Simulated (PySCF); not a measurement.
Stretching PrF

Set-up: PySCF, spin-free X2C with a Gaussian nucleus, basis sets Pr x2c-TZVPall, F x2c-TZVPall. Energies in eV from Pr (4f3 6s2) + F in their ground configurations at the same level. State: quintet, about 2.9 electrons in the 4f shell (Mulliken), real f orbitals that mix terms.

All columns are PBE0. A positive dipole means Pr(−)F(+).

| R (Å) | E (eV) | μ (D) | Mulliken charge on Pr (basis-dependent) | HOMO (eV) | LUMO (eV) | Mayer bond order | ⟨S²⟩ |
| --- | --- | --- | --- | --- | --- | --- | --- |
| 1.787 | -5.183 | -0.88 | 0.29 | -3.00 | -1.34 | 1.10 | 6.00 |
| 1.870 | -5.722 | -1.36 | 0.36 | -3.08 | -1.39 | 1.01 | 6.00 |
| 1.953 | -6.023 | -1.91 | 0.43 | -3.37 | -1.39 | 0.92 | 6.00 |
| 2.016 | -6.138 | -2.33 | 0.47 | -3.51 | -1.44 | 0.87 | 6.00 |
| 2.078 | -6.169 | -2.74 | 0.51 | -3.62 | -1.50 | 0.83 | 6.00 |
| 2.140 | -6.137 | -3.15 | 0.54 | -3.72 | -1.56 | 0.79 | 6.00 |
| 2.224 | -6.021 | -3.68 | 0.58 | -3.81 | -1.64 | 0.74 | 6.00 |
| 2.327 | -5.800 | -4.33 | 0.61 | -3.92 | -1.74 | 0.70 | 6.00 |
| 2.452 | -5.471 | -5.10 | 0.64 | -4.04 | -1.86 | 0.66 | 6.00 |
| 2.618 | -4.989 | -6.09 | 0.67 | -4.20 | -2.02 | 0.62 | 6.00 |

These are scalar-relativistic numbers at best; spin–orbit coupling would shift them, the dissociation energy most. With d or f electrons several states lie close, and the lowest PBE0 determinant need not be the measured ground state.
